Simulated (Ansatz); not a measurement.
`[NH2][AlH][GaH2]` + CH₃NH₂ → `C[NH][AlH][NH2]` + `[GaH3]` at 700 K and 1 bar (cleavage of the Al–Ga bond).

Computed with Ansatz on PBE0-D4/def2-TZVP structures; ΔE is electronic, products minus reactants. CBS: MP2 limit from def2 TZ/QZ plus the TZ coupled-cluster correction, frozen cores. For Ga outer-core shells are correlated without core-valence functions, which leaves a few kJ/mol of doubt a bond. Scalar relativity is left out up to krypton. Each species was taken in one conformer, which may not be the lowest.

| species | CCSD(T)/CBS energy (Eh) | H − E (kJ/mol) | S (J/(mol·K)) |
| --- | --- | --- | --- |
| `[NH2][AlH][GaH2]` | -2223.67811 | 188.9 | 441.5 |
| CH₃NH₂ | -95.75281 | 207.6 | 296.6 |
| `C[NH][AlH][NH2]` | -393.74880 | 304.8 | 450.8 |
| `[GaH3]` | -1925.70545 | 80.8 | 262.3 |

H − E and S are ideal-gas, rigid-rotor, harmonic terms from PBE0-D4/def2-TZVP, for one conformer and one mirror image of each species. 1 Eh = 2625.50 kJ/mol, R = 8.31446 J/(mol·K).

**Question.** By hand: ΔE, ΔH, ΔS and ΔG.

**Answer.** ΔE = (-393.74880) + (-1925.70545) − (-2223.67811) − (-95.75281) = -0.02333 Eh = -61.3 kJ/mol. Δ(H − E) = 304.8 + 80.8 − 188.9 − 207.6 = -10.9, so ΔH = -72.2 kJ/mol. ΔS = 450.8 + 262.3 − 441.5 − 296.6 = -25.0 J/(mol·K). ΔG = -72.2 − 700 × (-25.0)/1000 = -54.7 kJ/mol.

**Question.** By hand: the equilibrium constant, and the temperature at which ΔG would vanish if ΔH and ΔS stayed fixed.

**Answer.** log₁₀ K = −ΔG/(RT ln 10) = 4.1. ΔG = 0 at ΔH/ΔS = 2888 K, far beyond where these terms or the molecules hold.

ΔH outweighs TΔS. A doubt of 5 kJ/mol in ΔE shifts log₁₀ K by 0.4 here. Other conformers and mirror images would add mixing entropy, several J/(mol·K) or more a flexible species. Modes under 60 cm⁻¹, often nearly free rotors, make the harmonic entropy too high. These are equilibria of isolated gas molecules and say nothing of rates. Largest T1 diagnostic: 0.013 (customary marks: 0.02 for closed shells, 0.045 for open ones).
